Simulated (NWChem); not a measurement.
System: BiH2Te2Cl; SMILES [Cl][Bi]([TeH])[TeH]

The following NWChem deck was run.

```
start job
memory heap 200 mb stack 900 mb global 1100 mb
geometry units angstroms noautoz
  Bi    -0.850497     0.051894     0.485928
  Cl    -1.942911    -0.149454    -1.746633
  Te     1.111055     2.086371    -0.003335
  H      1.932913     1.128427    -1.090432
  Te     1.088994    -2.025566     0.278936
  H     -0.113234    -3.183649     0.231192
end
basis spherical
  Bi library def2-svp
  Cl library def2-svp
  Te library def2-svp
  H library def2-svp
end
ecp
  Te library def2-ecp
  Bi library def2-ecp
end
dft
  xc xpbe96 cpbe96
  iterations 150
  mulliken
end
task dft energy
```

Coordinates come from a PBE0/def2-SVP optimisation. No frequency run checked for a minimum. def2 effective core potentials on Te, Bi; no spin-orbit coupling.

Problem. Give the results of this calculation. (PBE/def2-SVP with def2 effective core potentials on Te, Bi.) Quantities: energy (Ha); highest occupied level (eV); orbital gap (eV); dipole (D).

Solution. 
- energy (Ha): -1211.84
- highest occupied level (eV): -5.52
- orbital gap (eV): 2.52
- dipole (D): 2.55
